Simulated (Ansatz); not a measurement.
System: CHBFO, charge 0, multiplicity 2. It need not be the lowest isomer of its formula. 
Structure (B3LYP-D3(BJ)/def2-TZVP (Ansatz, an electronic-structure program) minimum search):
```xyz
5

O     -1.2974     0.9544     0.3582
C     -0.8690     0.0703    -0.3686
B      0.6726    -0.1463    -0.4526
F      1.5300    -0.7607     0.2965
H     -1.5398    -0.4790    -1.0594
```
Charge 0, spin multiplicity 2.

Parts of the frozen-core correlation energy in STO-3G (Ansatz, hartree). Frozen orbitals: 4; correlated occupied orbitals by spin: 11 and 10; virtual: 6 and 7. Open shells are spin-unrestricted. No spin-orbit coupling. No relativistic terms.

```tsv
term	value
reference (HF)	-234.18512
MP2 opposite-spin	…
MP2 same-spin	…
CCSD correlation	…
(T)	-0.00749
T1 diagnostic	0.048
largest doubles amplitude	0.132
<S^2> of the reference	1.053
```

Problem. What belongs in the gaps?

Solution. 
- MP2 opposite-spin, value: -0.09981
- MP2 same-spin, value: -0.02761
- CCSD correlation, value: -0.18055
